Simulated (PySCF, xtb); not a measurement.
Bi(H)2(SiH3) (BiH₅Si), SMILES [SiH3][BiH2].

GFN2-xTB in xtb at its own geometry gives an orbital gap of 4.52 eV and a dipole moment of 2.72 D.

Coordinates come from a B3LYP-D3(BJ)/def2-TZVP optimisation. The def2 effective core potentials stand for the cores of Bi; spin–orbit coupling is left out.

**Question.** What does B3LYP/def2-TZVPD run with PySCF give? (An estimate is asked for; the answer gives what the named calculation found.)

**Answer.** gap 6.18 eV (levels -7.08 and -0.90 eV), dipole 1.00 D.
